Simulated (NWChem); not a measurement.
System: GeSiH$_{5}$OF; SMILES F[SiH2][O][GeH3]

Output (shortened):

```
             Northwest Computational Chemistry Package (NWChem) 7.3.0
             --------------------------------------------------------

                             Geometry "geometry" -> ""
                             -------------------------

 Output coordinates in angstroms (scale by  1.889725989 to convert to a.u.)

  No.       Tag          Charge          X              Y              Z
 ---- ---------------- ---------- -------------- -------------- --------------
    1 Si                  14.0000    -0.47931766     1.77164985    -0.08797687
    2 F                    9.0000     1.13406434     1.98183385     0.08154013
    3 O                    8.0000    -0.79863966     0.16955985     0.24341813
    4 Ge                  32.0000     0.12120834    -1.36033715    -0.01860987
    5 H                    1.0000    -0.82265266     2.15117585    -1.53366287
    6 H                    1.0000    -1.19597566     2.66173085     0.92864413
    7 H                    1.0000     1.17279634    -1.49837115     1.11755713
    8 H                    1.0000    -0.94181666    -2.46639815     0.05213413
    9 H                    1.0000     0.80196734    -1.31343015    -1.41868687

 Effective nuclear repulsion energy (a.u.)     356.8076995380

                                Z-matrix (autoz)
                                --------

 Units are Angstrom for bonds and degrees for angles

[...]

      ----------------------
      Optimization converged
      ----------------------

  Step       Energy      Delta E   Gmax     Grms     Xrms     Xmax
  ---- ---------------- -------- -------- -------- -------- --------
@   62   -2543.61957519 -5.2D-10  0.00000  0.00000  0.00002  0.00005
                                     ok       ok       ok       ok

                                Z-matrix (autoz)
                                --------

 Units are Angstrom for bonds and degrees for angles

[...]

 Rotational Constants
 --------------------
 A=   0.343638 cm-1  (  0.494408 K)
 B=   0.047802 cm-1  (  0.068775 K)
 C=   0.043900 cm-1  (  0.063161 K)

 Temperature                      =   298.15K
 frequency scaling parameter      =   1.0000

 Zero-Point correction to Energy  =   30.498 kcal/mol  (  0.048601 au)
 Thermal correction to Energy     =   34.724 kcal/mol  (  0.055337 au)
 Thermal correction to Enthalpy   =   35.316 kcal/mol  (  0.056280 au)

 Total Entropy                    =   86.844 cal/mol-K
   - Translational                =   40.744 cal/mol-K (mol. weight = 141.9313)
   - Rotational                   =   27.194 cal/mol-K (symmetry #  =        1)
   - Vibrational                  =   18.907 cal/mol-K

 Cv (constant volume heat capacity) =   21.454 cal/mol-K
   - Translational                  =    2.979 cal/mol-K
   - Rotational                     =    2.979 cal/mol-K
   - Vibrational                    =   15.495 cal/mol-K

[normal modes left out]

 ----------------------------------------------------------------------------
 Normal Eigenvalue ||           Projected Infra Red Intensities
  Mode   [cm**-1]  || [atomic units] [(debye/angs)**2] [(KM/mol)] [arbitrary]
 ------ ---------- || -------------- ----------------- ---------- -----------
    1       -0.000 ||    0.000002           0.000         0.002       0.000
    2       -0.000 ||    0.000308           0.007         0.301       0.040
    3       -0.000 ||    0.000187           0.004         0.182       0.024
    4       -0.000 ||    0.000143           0.003         0.140       0.019
    5        0.000 ||    0.000421           0.010         0.410       0.054
    6        0.000 ||    0.000155           0.004         0.151       0.020
    7       22.655 ||    0.002806           0.065         2.736       0.363
    8       49.850 ||    0.000691           0.016         0.673       0.089
    9       92.494 ||    0.002632           0.061         2.566       0.341
   10      332.049 ||    0.019928           0.460        19.427       2.579
   11      509.254 ||    0.013630           0.314        13.287       1.764
   12      639.792 ||    0.009278           0.214         9.044       1.201
   13      653.758 ||    0.044050           1.016        42.942       5.701
   14      713.991 ||    0.153106           3.532       149.255      19.815
   15      744.241 ||    0.003357           0.077         3.272       0.434
   16      858.066 ||    0.417235           9.626       406.742      53.999
   17      871.473 ||    0.046856           1.081        45.677       6.064
   18      872.790 ||    0.069342           1.600        67.598       8.974
   19      876.962 ||    0.050617           1.168        49.344       6.551
   20      968.766 ||    0.138569           3.197       135.084      17.934
   21      976.860 ||    0.180941           4.174       176.390      23.418
   22     1064.126 ||    0.371601           8.573       362.255      48.093
   23     2163.602 ||    0.083470           1.926        81.371      10.803
   24     2184.329 ||    0.097423           2.248        94.973      12.609
   25     2193.583 ||    0.106207           2.450       103.536      13.745
   26     2261.613 ||    0.135362           3.123       131.957      17.519
   27     2293.389 ||    0.137897           3.181       134.429      17.847
 ----------------------------------------------------------------------------
```

Level: PBE0/def2-SVP. 

Task: Which NWChem input produces such a log?

Result: One answer among several that fit: the input that was run:
```
start job
memory heap 200 mb stack 900 mb global 1100 mb
geometry units angstroms noautosym
  Si    -0.503091     1.749424    -0.088308
  F      1.110291     1.959608     0.081209
  O     -0.822413     0.147334     0.243087
  Ge     0.097435    -1.382563    -0.018941
  H     -0.846426     2.128950    -1.533994
  H     -1.219749     2.639505     0.928313
  H      1.149023    -1.520597     1.117226
  H     -0.965590    -2.488624     0.051803
  H      0.778194    -1.335656    -1.419018
end
basis spherical
  * library def2-svp
end
dft
  xc pbe0
  grid fine
  iterations 150
end
driver
  maxiter 120
  tight
end
task dft optimize
task dft freq
```
